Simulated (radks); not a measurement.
Zn2+, configuration [Ar] 3d10. All-electron calculation, scalar-relativistic Kohn-Sham, LDA (Slater exchange, Perdew-Wang correlation), spin-polarised, spherical densities, point nucleus. Program: a radial shooting solver on a logarithmic mesh with Libxc functionals.

Local quantities along the radius. ELF = 1/(1 + alpha^2) is the electron localisation function; alpha = (tau - tau_W)/tau_unif compares the Pauli kinetic energy density with that of the uniform gas (summed over spins); 4 pi r^2 rho is in e/bohr; s = |grad rho|/(2 (3 pi^2)^(1/3) rho^(4/3)) is the reduced gradient. tau is taken from the large components.

r (bohr)    ELF    alpha  4 pi r^2 rho       s
0.003263  1.000  0.01861         2.292  0.4694
0.003739  1.000  0.01916         2.904  0.4629
0.004249  1.000  0.01982         3.616  0.4585
0.004868  1.000  0.02071         4.543  0.4556
0.005533  1.000  0.02176         5.604  0.4546
0.006339  0.999  0.02315         6.963  0.4553
0.007205  0.999  0.02478         8.487  0.4577
0.008254  0.999  0.02696         10.39  0.4621
0.009457  0.999  0.02973         12.61  0.4685
0.01075   0.999  0.03305         14.99  0.4766
0.01231   0.999  0.03762         17.80  0.4876
0.014     0.998  0.04325         20.68  0.5005
0.01603   0.997  0.05124         23.88  0.5172
0.01837   0.996  0.06223         27.12  0.5374
0.02088   0.994  0.07662         30.03  0.5599
0.02392   0.990  0.09846         32.77  0.5881
0.02719   0.984   0.1285         34.81  0.6187
0.03115   0.970   0.1764         36.19  0.6554
0.03569   0.941   0.2509         36.59  0.6948
0.04056   0.886   0.3594         36.05  0.7311
0.04647   0.776   0.5367         34.63  0.7613
0.05281   0.621   0.7805         32.80  0.7696
0.06051   0.446    1.113         30.84  0.7389
0.06877   0.332    1.420         29.54  0.6595
0.07879   0.287    1.575         29.33  0.5309
0.09026   0.322    1.452         30.65  0.3998
0.1026    0.422    1.170         33.23  0.3183
0.1175    0.571   0.8669         36.79  0.2933
0.1336    0.696   0.6612         39.93  0.3174
0.153     0.777   0.5355         41.84  0.3765
0.1753    0.805   0.4919         41.27  0.4576
0.1993    0.782   0.5278         38.18  0.5467
0.2283    0.680   0.6860         32.81  0.6419
0.2595    0.490    1.020         27.14  0.6994
0.2973    0.287    1.575         22.18  0.6585
0.3379    0.214    1.917         19.75  0.4914
0.3871    0.271    1.639         19.83  0.2933
0.4435    0.450    1.106         21.75  0.2151
0.5041    0.628   0.7704         23.76  0.2419
0.5775    0.734   0.6014         24.59  0.3185
0.6564    0.769   0.5478         23.44  0.4076
0.752     0.760   0.5619         20.34  0.5128
0.8616    0.710   0.6391         16.11  0.6301
0.9792    0.623   0.7780         11.99  0.7555
1.122     0.491    1.018         8.168  0.9092
1.275     0.351    1.359         5.379   1.079
1.461     0.221    1.877         3.280   1.296
1.674     0.129    2.602         1.905   1.579
1.902     0.073    3.557         1.087   1.947
2.179     0.037    5.077        0.5595   2.528
2.477     0.018    7.432        0.2756   3.375
2.838     0.007    11.99        0.1159   4.827
3.225     0.002    20.59       0.04495   7.122
3.695     0.001    40.93       0.01392   11.43
4.233     0.000    93.14      0.003531   19.67
4.811     0.000    232.5     0.0007869   35.20
5.512     0.000    729.6     0.0001236   71.21

On this mesh the ELF has minima near r = 0.079, 0.34 bohr, which separate the shells, and maxima near 0.18 (0.81), 0.66 (0.77).
